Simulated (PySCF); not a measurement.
## Dipole response of Pd⁺ (palladium, charge +1)

[Kr] 4d8 5s1, high-spin 4F determinant (an excited configuration). All numbers are calculated (PySCF 2.14, the spin-free X2C one-electron Hamiltonian (Gaussian nucleus), in x2c-QZVPPall with one added diffuse shell each of s, p, d, f, g type (14s9p8d5f3g, 143 functions)). Coupled (time-dependent) response in atomic units; α is the mean over directions.

| method | mean α (bohr³) | C₆ (like pair) | S(−4) |
| --- | --- | --- | --- |
| PBE | 25.71 | 167.8 | 406.6 |

S(−4) is the Cauchy moment in α(ω) = α(0) + S(−4) ω² + …

Spin-orbit coupling is absent.

α(iu) at PBE:

```tsv
u (hartree)	α(iu) (bohr³)
0	25.71
0.0500	24.74
0.100	22.37
0.200	16.90
0.300	12.90
0.500	8.510
0.750	5.904
1.00	4.466
1.50	2.889
2.00	2.038
3.00	1.168
5.00	0.5265
```

A single London oscillator, α(iu) = α/(1 + u²/ω²), gives C₆ = (3/4) ω α². Matching the computed C₆ needs ω = 4 × 167.8 / (3 × 25.71²) = 0.338 hartree.

For an ion, C₆ is the dispersion term alone; charge-induced terms of lower order in 1/R come first.
